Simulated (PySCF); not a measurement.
Ge(F)(Cl)2(Me) (CH3Cl2FGe), SMILES [CH3][Ge]([F])([Cl])[Cl]. Coordinates come from a B3LYP-D3(BJ)/def2-SVP optimisation. The structure was generated by enumeration, and PubChem lists no compound with its InChIKey, so it may never have been made.

The numbers are results of B3LYP-D3(BJ)/def2-SVP (PySCF), not measurements.

Harmonic wavenumbers (cm⁻¹): 81, 136, 143, 170, 209, 215, 409, 443, 618, 720, 816, 818, 1259, 1423, 1425, 3054, 3167, 3169. Rotational constants (GHz): 2.353, 1.697, 1.422; symmetry number 1.

**Question.** Work out the zero-point energy and the ideal-gas rigid-rotor harmonic-oscillator thermochemistry at 298.15 K and 1 atm.

**Answer.** ZPE = ½ Σ hcν = ½ × 18278 cm⁻¹ = 26.13 kcal/mol. H − E(el) = 31.50 kcal/mol. Entropy in cal/(mol K): translation 41.43, rotation 28.43, vibration 18.86, total 88.72. G − E(el) = 5.05 kcal/mol. Cp = 25.48 cal/(mol K). Modes under 150 cm⁻¹ make the vibrational entropy uncertain.
